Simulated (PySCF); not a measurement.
Field gradients from PBE0/pcSseg-1 densities (PySCF, non-relativistic) at GFN2-xTB geometries, isolated species, one conformer each; χzz is the principal value of largest magnitude, with Q(14N) = 0.02044 b. GFN2-xTB bond lengths can be off by several hundredths of an ångström, more for odd bonds, and the gradients follow them. A larger basis could move these couplings by a tenth or more.

Task: These 14N couplings (χzz in MHz, η) are listed in rising order: (-5.559, 0.10); (-4.883, 0.44); (-4.646, 0.04); (-4.409, 0.31); (-4.010, 0.58); (-3.761, 0.38). Assign them to: the nitrile nitrogen of `C=C/C=C/CC#N`; the primary amine nitrogen of `C=C(C)[C@@H]1CC[C@H]1CN`; N6 (nitrogen bridging silicon atoms) in `[CH2:1]=[C:2]([CH2:3][F:4])[SiH2:5][N:6]([CH3:7])[SiH2:8][NH2:9]`; N9 (silicon-bound nitrogen) in `[CH3:1][C@:2]1([SiH2:3][CH2:4][F:5])[CH2:6][NH:7][SiH2:8][NH:9]1`; N7 (silicon-bound nitrogen) in `[CH2:1]=[CH:2][N:3]([CH2:4][CH3:5])[Si@@:6]([NH2:7])([F:8])[SiH3:9]`; N8 (nitrogen bridging silicon atoms) in `[CH3:1][C@:2]1([CH2:3][CH2:4][F:5])[NH:6][SiH2:7][NH:8][SiH2:9]1`.

Result: -5.559 MHz, η 0.10: the primary amine nitrogen of `C=C(C)[C@@H]1CC[C@H]1CN`; -4.883 MHz, η 0.44: N9 (silicon-bound nitrogen) in `[CH3:1][C@:2]1([SiH2:3][CH2:4][F:5])[CH2:6][NH:7][SiH2:8][NH:9]1`; -4.646 MHz, η 0.04: the nitrile nitrogen of `C=C/C=C/CC#N`; -4.409 MHz, η 0.31: N7 (silicon-bound nitrogen) in `[CH2:1]=[CH:2][N:3]([CH2:4][CH3:5])[Si@@:6]([NH2:7])([F:8])[SiH3:9]`; -4.010 MHz, η 0.58: N6 (nitrogen bridging silicon atoms) in `[CH2:1]=[C:2]([CH2:3][F:4])[SiH2:5][N:6]([CH3:7])[SiH2:8][NH2:9]`; -3.761 MHz, η 0.38: N8 (nitrogen bridging silicon atoms) in `[CH3:1][C@:2]1([CH2:3][CH2:4][F:5])[NH:6][SiH2:7][NH:8][SiH2:9]1`.

All sites together:

| nucleus | site | Vzz (au) | η | χzz (MHz) |
| --- | --- | --- | --- | --- |
| 14N | the nitrile nitrogen of C=C/C=C/CC#N | -0.967 | 0.04 | -4.646 |
| 14N | the primary amine nitrogen of C=C(C)[C@@H]1CC[C@H]1CN | -1.157 | 0.10 | -5.559 |
| 14N | N6 (nitrogen bridging silicon atoms) in [CH2:1]=[C:2]([CH2:3][F:4])[SiH2:5][N:6]([CH3:7])[SiH2:8][NH2:9] | -0.835 | 0.58 | -4.010 |
| 14N | N9 (silicon-bound nitrogen) in [CH3:1][C@:2]1([SiH2:3][CH2:4][F:5])[CH2:6][NH:7][SiH2:8][NH:9]1 | -1.017 | 0.44 | -4.883 |
| 14N | N7 (silicon-bound nitrogen) in [CH2:1]=[CH:2][N:3]([CH2:4][CH3:5])[Si@@:6]([NH2:7])([F:8])[SiH3:9] | -0.918 | 0.31 | -4.409 |
| 14N | N8 (nitrogen bridging silicon atoms) in [CH3:1][C@:2]1([CH2:3][CH2:4][F:5])[NH:6][SiH2:7][NH:8][SiH2:9]1 | -0.783 | 0.38 | -3.761 |
